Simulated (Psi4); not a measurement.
C$_{6}$H$_{14}$B (SMILES [CH2]CB(CC)CC), doublet, at a GFN2-xTB geometry; CISD/STO-3G in Psi4 1.11.

Input for Psi4:
```
memory 2 GB

molecule mol {
0 2
C    -0.815713    1.496443    0.496070
C    -1.123709    1.199251   -0.878892
B     0.016475    0.173867   -0.176798
C    -0.407612   -1.290100    0.314214
C    -1.896254   -1.641160    0.273617
C     1.539916    0.433590   -0.602807
C     2.572558   -0.065943    0.415335
H    -0.188695    2.342975    0.726713
H    -1.526282    1.235784    1.263980
H    -0.726904    1.839880   -1.651128
H    -2.070661    0.741393   -1.114281
H     0.132875   -2.046840   -0.262305
H    -0.064673   -1.423393    1.346820
H    -2.265083   -1.632117   -0.750060
H    -2.068938   -2.635987    0.681827
H    -2.483654   -0.934692    0.856409
H     1.749186   -0.072101   -1.551798
H     1.727856    1.495419   -0.782996
H     3.586309    0.140111    0.075825
H     2.426915    0.425668    1.374732
H     2.474262   -1.137933    0.565030
}

set {
  basis sto-3g
  reference uhf
}

energy('cisd')
print_variables()
```

Write the output that Psi4 gives for this input, abridged.


```
Traceback (most recent call last):
  File "psi4", line 375, in <module>
  File "<string>", line 42, in <module>
  File "site-packages/psi4/driver/driver.py", line 461, in energy
  File "site-packages/psi4/driver/task_planner.py", line 255, in task_planner
  File "site-packages/psi4/driver/driver_util.py", line 222, in negotiate_derivative_type
  File "site-packages/psi4/driver/driver_util.py", line 355, in highest_analytic_derivative_available

psi4.driver.p4util.exceptions.MissingMethodError: Method=cisd is not available for any derivative level under conditions CI_TYPE=CONV, REFERENCE=UHF, FREEZE_CORE=FALSE, QC_MODULE=(auto). See https://psicode.org/psi4manual/master/introduction.html#ss-cisd. Or did you mean? ccd ccsd cisdt cisdtq qcisd lccsd ci2 ci3 ci4 ci5 ci6 ci7 ci8 ci9 ci10 ci11 ci12 ci13 ci14 ci15 ci16 ci17 ci18 ci19 ci20 ci21 ci22 ci23 ci24 ci25 ci26 ci27 ci28 ci29 ci30 ci31 ci32 ci33 ci34 ci35 ci36 ci37 ci38 ci39 ci40 ci41 ci42 ci43 ci44 ci45 ci46 ci47 ci48 ci49 ci50 ci51 ci52 ci53 ci54 ci55 ci56 ci57 ci58 ci59 ci60 ci61 ci62 ci63 ci64 ci65 ci66 ci67 ci68 ci69 ci70 ci71 ci72 ci73 ci74 ci75 ci76 ci77 ci78 ci79 ci80 ci81 ci82 ci83 ci84 ci85 ci86 ci87 ci88 ci89 ci90 ci91 ci92 ci93 ci94 ci95 ci96 ci97 ci98

Printing out the relevant lines from the Psithon --> Python processed input file:
    H     2.474262   -1.137933    0.565030
    ""","mol")
    core.IO.set_default_namespace("mol")
    core.set_global_option("BASIS", "sto-3g")
    core.set_global_option("REFERENCE", "uhf")
--> energy('cisd')
    print_variables()

!----------------------------------------------------------------------------------!
!                                                                                  !
!  Method=cisd is not available for any derivative level under conditions          !
!     CI_TYPE=CONV, REFERENCE=UHF, FREEZE_CORE=FALSE, QC_MODULE=(auto). See        !
!     https://psicode.org/psi4manual/master/introduction.html#ss-cisd. Or did you  !
!     mean? ccd ccsd cisdt cisdtq qcisd lccsd ci2 ci3 ci4 ci5 ci6 ci7 ci8 ci9 ci10 !
!     ci11 ci12 ci13 ci14 ci15 ci16 ci17 ci18 ci19 ci20 ci21 ci22 ci23 ci24 ci25   !
!     ci26 ci27 ci28 ci29 ci30 ci31 ci32 ci33 ci34 ci35 ci36 ci37 ci38 ci39 ci40   !
!     ci41 ci42 ci43 ci44 ci45 ci46 ci47 ci48 ci49 ci50 ci51 ci52 ci53 ci54 ci55   !
!     ci56 ci57 ci58 ci59 ci60 ci61 ci62 ci63 ci64 ci65 ci66 ci67 ci68 ci69 ci70   !
!     ci71 ci72 ci73 ci74 ci75 ci76 ci77 ci78 ci79 ci80 ci81 ci82 ci83 ci84 ci85   !
!     ci86 ci87 ci88 ci89 ci90 ci91 ci92 ci93 ci94 ci95 ci96 ci97 ci98             !
!                                                                                  !
!----------------------------------------------------------------------------------!
```

The input was rejected before any calculation.
